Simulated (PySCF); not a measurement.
Se(NH2)(SH), SMILES N[Se]S (H3NSSe), CAM-B3LYP/def2-SVP optimised geometry.

```
6

Se    -0.80    -1.07     0.00
N      1.01    -1.07     0.00
H      1.43    -0.69    -0.85
H      1.43    -0.66     0.83
S     -1.43     1.07     0.00
H     -1.46     1.26    -1.34
```

Density from CAM-B3LYP/def2-TZVP in PySCF at that geometry.

Minimum of the electron density along straight lines between bonded atoms, close to the bond critical point (lines longer than 1.1 times the sum of covalent radii, or with two minima, are not listed):

```json
[
 {"bond": "Se1–N2", "length / Å": "1.814", "ρ at the minimum / e bohr⁻³": "0.173", "∇²ρ there / e bohr⁻⁵": "0.06", "position (fraction from the first atom)": "0.47"},
 {"bond": "N2–H3", "length / Å": "1.017", "ρ at the minimum / e bohr⁻³": "0.334", "∇²ρ there / e bohr⁻⁵": "-1.64", "position (fraction from the first atom)": "0.74"},
 {"bond": "N2–H4", "length / Å": "1.017", "ρ at the minimum / e bohr⁻³": "0.334", "∇²ρ there / e bohr⁻⁵": "-1.65", "position (fraction from the first atom)": "0.74"},
 {"bond": "Se1–S5", "length / Å": "2.231", "ρ at the minimum / e bohr⁻³": "0.117", "∇²ρ there / e bohr⁻⁵": "-0.05", "position (fraction from the first atom)": "0.48"},
 {"bond": "S5–H6", "length / Å": "1.352", "ρ at the minimum / e bohr⁻³": "0.214", "∇²ρ there / e bohr⁻⁵": "-0.62", "position (fraction from the first atom)": "0.65"}
]
```
